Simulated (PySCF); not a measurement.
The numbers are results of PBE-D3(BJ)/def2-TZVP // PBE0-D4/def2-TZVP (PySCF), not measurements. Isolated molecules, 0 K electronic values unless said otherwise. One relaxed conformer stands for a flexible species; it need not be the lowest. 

Reference species (SMILES): `[SH][In]([Cl])[Cl]` (H–S–In–Cl torsion 0°) (neutral, multiplicity 1).

LUMO: -3.32 eV
S1 oscillator strength: 0.006

Changed species: `[Cl][In]([Cl])[Cl]` (0 of 3 Cl replaced by SH; the reference has 1 of 3 Cl replaced by SH).

### Question
Give the shifts of the LUMO and S1 oscillator strength.

### Answer
the LUMO falls by 0.44 eV, to -3.76 eV; the S1 oscillator strength hardly moves.
